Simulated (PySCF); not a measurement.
A calculated (LDA, PySCF 2.14, def2-QZVPPD, the non-relativistic Hamiltonian (point nucleus)) atom or ion has these occupied shells.

```json
{"shell": "1s α", "electrons": "1", "orbital energy (eV)": "-8147.4", "rms radius, mean of both spins (bohr)": "0.0636"}
{"shell": "1s β", "electrons": "1", "orbital energy (eV)": "-8147.3", "rms radius, mean of both spins (bohr)": "0.0636"}
{"shell": "2s α", "electrons": "1", "orbital energy (eV)": "-1002.9", "rms radius, mean of both spins (bohr)": "0.270"}
{"shell": "2s β", "electrons": "1", "orbital energy (eV)": "-1000.9", "rms radius, mean of both spins (bohr)": "0.270"}
{"shell": "2p α", "electrons": "3", "orbital energy (eV)": "-881.85", "rms radius, mean of both spins (bohr)": "0.240"}
{"shell": "2p β", "electrons": "3", "orbital energy (eV)": "-880.34", "rms radius, mean of both spins (bohr)": "0.240"}
{"shell": "3s α", "electrons": "1", "orbital energy (eV)": "-148.52", "rms radius, mean of both spins (bohr)": "0.801"}
{"shell": "3s β", "electrons": "1", "orbital energy (eV)": "-144.88", "rms radius, mean of both spins (bohr)": "0.801"}
{"shell": "3p α", "electrons": "3", "orbital energy (eV)": "-111.37", "rms radius, mean of both spins (bohr)": "0.840"}
{"shell": "3p β", "electrons": "3", "orbital energy (eV)": "-107.80", "rms radius, mean of both spins (bohr)": "0.840"}
{"shell": "3d α", "electrons": "5", "orbital energy (eV)": "-49.107", "rms radius, mean of both spins (bohr)": "1.00"}
{"shell": "3d β", "electrons": "2", "orbital energy (eV)": "-46.059", "rms radius, mean of both spins (bohr)": "1.00"}
```

(1) Name the element and its charge.

## Answers

(1) Ni³⁺ (nickel, charge +3), in [Ar] 3d7, high-spin 4F determinant.
